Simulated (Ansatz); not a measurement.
C$_{7}$H$_{13}$BO$_{2}$ (`CC1=CC(C)=[O+][B-](C)(C)O1`). Total charge 0; spin multiplicity 1. The structure was optimised at the PBE0-D4/def2-TZVP level.

```xyz
23

C     2.427    1.683   -0.342
C     1.165    0.898   -0.257
C     0.322    0.736   -1.352
C    -0.947    0.208   -1.135
C    -2.002    0.237   -2.184
O    -1.295   -0.288   -0.017
B    -0.245   -0.618    1.075
C     0.356   -2.069    0.769
C    -0.915   -0.381    2.499
O     0.887    0.424    0.891
H     2.409    2.476    0.408
H     2.574    2.115   -1.330
H     3.269    1.030   -0.099
H     0.581    1.162   -2.309
H    -1.663    0.730   -3.093
H    -2.884    0.749   -1.794
H    -2.303   -0.788   -2.415
H     1.135   -2.329    1.493
H     0.798   -2.151   -0.231
H    -0.421   -2.837    0.845
H    -0.196   -0.558    3.305
H    -1.753   -1.066    2.658
H    -1.296    0.638    2.616
```

Q: What is the dipole moment at r2SCAN/def2-TZVPP? (Estimate.)

A: Computed: 4.53 D, with components (0.81, 2.34, -3.79) D in this frame, pointing from negative to positive charge.

Q: And with PBE, B3LYP, ωB97M-V? (Best estimate.)

A: Ansatz gave: PBE 4.40 D, B3LYP 4.66 D, ωB97M-V 4.67 D.

Q: Give the Mulliken charges with r2SCAN, B3LYP, ωB97M-V in def2-TZVPP. (Estimate.)

A: Computed: 
```json
{"atom": "C1", "r2SCAN": "-0.13", "B3LYP": "-0.23", "ωB97M-V": "-0.27"}
{"atom": "C2", "r2SCAN": "0.37", "B3LYP": "0.32", "ωB97M-V": "0.32"}
{"atom": "C3", "r2SCAN": "-0.35", "B3LYP": "-0.32", "ωB97M-V": "-0.29"}
{"atom": "C4", "r2SCAN": "0.37", "B3LYP": "0.32", "ωB97M-V": "0.32"}
{"atom": "C5", "r2SCAN": "-0.13", "B3LYP": "-0.23", "ωB97M-V": "-0.27"}
{"atom": "O6", "r2SCAN": "-0.30", "B3LYP": "-0.30", "ωB97M-V": "-0.28"}
{"atom": "B7", "r2SCAN": "0.37", "B3LYP": "0.35", "ωB97M-V": "0.23"}
{"atom": "C8", "r2SCAN": "-0.33", "B3LYP": "-0.39", "ωB97M-V": "-0.44"}
{"atom": "C9", "r2SCAN": "-0.31", "B3LYP": "-0.36", "ωB97M-V": "-0.41"}
{"atom": "O10", "r2SCAN": "-0.30", "B3LYP": "-0.30", "ωB97M-V": "-0.28"}
{"atom": "H11", "r2SCAN": "0.08", "B3LYP": "0.11", "ωB97M-V": "0.13"}
{"atom": "H12", "r2SCAN": "0.05", "B3LYP": "0.09", "ωB97M-V": "0.10"}
{"atom": "H13", "r2SCAN": "0.08", "B3LYP": "0.11", "ωB97M-V": "0.13"}
{"atom": "H14", "r2SCAN": "0.07", "B3LYP": "0.11", "ωB97M-V": "0.10"}
{"atom": "H15", "r2SCAN": "0.05", "B3LYP": "0.09", "ωB97M-V": "0.10"}
{"atom": "H16", "r2SCAN": "0.08", "B3LYP": "0.11", "ωB97M-V": "0.13"}
{"atom": "H17", "r2SCAN": "0.08", "B3LYP": "0.11", "ωB97M-V": "0.13"}
{"atom": "H18", "r2SCAN": "0.05", "B3LYP": "0.08", "ωB97M-V": "0.11"}
{"atom": "H19", "r2SCAN": "0.02", "B3LYP": "0.06", "ωB97M-V": "0.07"}
{"atom": "H20", "r2SCAN": "0.05", "B3LYP": "0.08", "ωB97M-V": "0.11"}
{"atom": "H21", "r2SCAN": "0.04", "B3LYP": "0.07", "ωB97M-V": "0.10"}
{"atom": "H22", "r2SCAN": "0.04", "B3LYP": "0.07", "ωB97M-V": "0.10"}
{"atom": "H23", "r2SCAN": "0.03", "B3LYP": "0.06", "ωB97M-V": "0.09"}
```

B3LYP here is the variant with VWN-RPA as its local correlation; programs differ in this.
